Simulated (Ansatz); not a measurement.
Input for Ansatz (an electronic-structure program): R-CCSD(T)/cc-pV(D+d)Z on O2Si (SMILES O=[Si]=O). The basis file is the Basis Set Exchange's JSON of that set.

Ansatz 0.2 input:
```yaml
crystal:
  periodic: [false, false, false]
  atoms:
    - {symbol: Si, position_ang: [0.00000233, 0.00000142, -0.00006175]}
    - {symbol: O, position_ang: [1.51016225, -0.00362466, 0.00799300]}
    - {symbol: O, position_ang: [-1.51016458, 0.00362324, -0.00803125]}
basis:
  gaussian:
    orbitals: cc-pV_D+d_Z.json
magnetization: {spin_polarized: false}
correlation: {method: ccsd_t, electrons: outside_noble_gas}
scf: {lower_state_search: off}
```

The log:

```
WARN ansatz: RAYON_NUM_THREADS=4 ignored (pool sized by the plan → 4); use --threads N
Functional definition: HF
these checks for a lower state are left out or cut short: stability, starts, cluster_reference, orbital_swaps, neighbouring_geometries, increment
integrals: 0.02 GiB planned
516 factors; integrals over basis functions are off by at most 4.1e-4 eV
mean field: 0.08 GiB planned
mean field evaluation 1: about -11930.9772 eV, gradient 5.1e1 eV
mean field evaluation 2: about -11930.9807 eV, gradient 5.1e1 eV
mean field evaluation 4: about -11936.1781 eV, gradient 2.0e0 eV
mean field evaluation 8: about -11936.2053 eV, gradient 7.5e-4 eV
mean field -11936.20526766 eV, -438.6474529359 hartree, gradient 8.8e-7 eV, S^2 0.000000; 0 other end points of the search recorded, 0 dependent functions left out
7 core orbitals not correlated
reference -11936.20526766 eV, -438.6474529359 hartree; 8, 8 occupied and 36, 36 virtual orbitals, 516 factors
second order -12.83286811 eV of doubles, -0.00000000 eV of singles
coupled cluster: 0.09 GiB planned
cycle   1  -12.02176110 eV  change    8.1e-1 eV  update   1.5e-1
cycle   2  -12.54317617 eV  change   -5.2e-1 eV  update   6.0e-2
cycle   3  -12.69609298 eV  change   -1.5e-1 eV  update   2.8e-2
cycle   4  -12.68026557 eV  change    1.6e-2 eV  update   5.6e-3
cycle   5  -12.67687205 eV  change    3.4e-3 eV  update   1.6e-3
cycle   6  -12.67771463 eV  change   -8.4e-4 eV  update   5.5e-4
cycle   7  -12.67742973 eV  change    2.8e-4 eV  update   2.1e-4
cycle   8  -12.67736587 eV  change    6.4e-5 eV  update   6.8e-5
cycle   9  -12.67737904 eV  change   -1.3e-5 eV  update   3.0e-5
cycle  10  -12.67736671 eV  change    1.2e-5 eV  update   8.0e-6
perturbative correction -0.49127037 eV, -0.0180538532 hartree
Total energy: -11949.37390475 eV, -439.1313914229 hartree
Checks for a lower state left out: stability, starts, cluster_reference, orbital_swaps, neighbouring_geometries, increment
```

Self-consistency was reached.

Cost: very roughly 0.8 core-seconds.
